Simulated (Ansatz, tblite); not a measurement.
Cost and result up the ladder for the cluster B6Sb6 (the lowest singlet isomer of a short search) (12 atoms). The state is a singlet with charge 0. Geometry: r2SCAN-D4/def2-SVP.

```
atom    x (Å)    y (Å)    z (Å)
  B1  -0.1153  -0.5435  -0.0736
  B2  -0.8619   0.1953   1.2935
  B3   1.4378  -0.3390  -0.6304
  B4  -1.7976  -0.4271  -0.2586
  B5   0.8121   0.6295   0.8064
  B6  -1.0672   0.1516  -1.5315
 Sb7  -2.1647   1.8209   0.3668
 Sb8  -1.5514  -1.9598   1.4115
 Sb9   2.7455  -0.4082   1.2740
Sb10   1.1968  -2.5758   0.1899
Sb11   0.5451   2.6566  -0.2898
Sb12   0.8208   0.7994  -2.5581
```

Ansatz on 4 threads of Arm Neoverse V2 on a shared host; xTB runs through tblite on one thread. Times are rough, summed over both states, and most runs start from the orbitals of an earlier one. PBE0-D4/def2-SVP serves as the yardstick here, not as an exact answer. The other state is a doublet.

In the def2 sets Sb takes a core potential; there is no spin–orbit coupling. The xTB rows come from tblite. The structure comes from a short search, and lower isomers may exist.

Raw xTB energies of ions are shifted by several eV.

```tsv
level	functions	wall time	vertical IE (eV)	difference from PBE0-D4/def2-SVP (eV)
GFN1-xTB	78	0.039 s	10.77	3.62
GFN2-xTB	78	0.079 s	9.74	2.58
PBE-D4/def2-SVP	240	26 s	6.91	-0.25
PBE0-D4/def2-SVP (with forces)	240	76 s	7.16	0.00
```
